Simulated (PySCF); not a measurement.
**Basis-set dependence of excited states**

Compound: C3H9NSi.
Cartesian coordinates in Å at the PBE0-D3(BJ)/def2-SVP level; atoms count from 1:
```
atom  x, y, z in Å
C1     2.060   -0.025    1.056
C2     1.194    0.547    0.213
C3     0.547   -0.111   -0.960
Si4   -1.218   -0.637   -0.531
N5    -2.044    0.706    0.196
H6     2.403   -1.055    0.913
H7     2.460    0.518    1.915
H8     0.883    1.582    0.406
H9     1.107   -1.006   -1.279
H10    0.493    0.581   -1.817
H11   -1.113   -1.867    0.326
H12   -1.993   -0.999   -1.759
H13   -3.058    0.714    0.171
H14   -1.718    1.040    1.097
```

TDDFT with PBE0 (PySCF), vertical singlets, core orbitals frozen in the response, spherical d and f functions. One conformer (not necessarily the lowest) at the PBE0-D3(BJ)/def2-SVP geometry, without solvent, vibrations or thermal averaging.

Compare 6-31G*, 6-31+G*, def2-SVP, def2-SVPD, aug-cc-pVDZ, def2-TZVP and def2-TZVPD for this molecule.

```json
{"basis": "6-31G*", "functions": "92", "diffuse": "no", "S1 (eV)": "6.29", "S2 (eV)": "6.89", "S3 (eV)": "7.23", "S4 (eV)": "7.63", "S5 (eV)": "7.85", "LUMO (eV)": "0.57", "α (au)": "59.5"}
{"basis": "6-31+G*", "functions": "112", "diffuse": "yes", "S1 (eV)": "5.74", "S2 (eV)": "6.18", "S3 (eV)": "6.37", "S4 (eV)": "6.40", "S5 (eV)": "6.81", "LUMO (eV)": "-0.15", "α (au)": "69.8"}
{"basis": "def2-SVP", "functions": "119", "diffuse": "no", "S1 (eV)": "6.23", "S2 (eV)": "6.93", "S3 (eV)": "7.17", "S4 (eV)": "7.53", "S5 (eV)": "7.76", "LUMO (eV)": "0.33", "α (au)": "63.3"}
{"basis": "def2-SVPD", "functions": "176", "diffuse": "yes", "S1 (eV)": "6.03", "S2 (eV)": "6.53", "S3 (eV)": "6.69", "S4 (eV)": "6.83", "S5 (eV)": "7.15", "LUMO (eV)": "0.00", "α (au)": "74.4"}
{"basis": "aug-cc-pVDZ", "functions": "200", "diffuse": "yes", "S1 (eV)": "5.66", "S2 (eV)": "6.05", "S3 (eV)": "6.21", "S4 (eV)": "6.30", "S5 (eV)": "6.54", "LUMO (eV)": "-0.30", "α (au)": "76.6"}
{"basis": "def2-TZVP", "functions": "215", "diffuse": "no", "S1 (eV)": "6.06", "S2 (eV)": "6.59", "S3 (eV)": "6.74", "S4 (eV)": "7.06", "S5 (eV)": "7.28", "LUMO (eV)": "0.05", "α (au)": "71.0"}
{"basis": "def2-TZVPD", "functions": "272", "diffuse": "yes", "S1 (eV)": "5.85", "S2 (eV)": "6.28", "S3 (eV)": "6.48", "S4 (eV)": "6.50", "S5 (eV)": "6.86", "LUMO (eV)": "-0.13", "α (au)": "75.9"}
```

States are compared by their number. Against the largest diffuse basis here (def2-TZVPD, itself not a converged limit), sets without diffuse functions differ by up to 0.43 eV in S1 and 0.99 eV in S5; the smaller diffuse sets differ by up to 0.20 and 0.32 eV. State by state, the largest deviation of a set without diffuse functions is S1 0.43, S2 0.65, S3 0.75, S4 1.13, S5 0.99 eV. The same number needn't mean the same state in each row. Against def2-TZVPD the polarisability deviates by -22% in 6-31G*, -8% in 6-31+G*, -17% in def2-SVP, -2% in def2-SVPD, +1% in aug-cc-pVDZ, -6% in def2-TZVP. A single + in a Pople set puts diffuse functions on heavy atoms only.
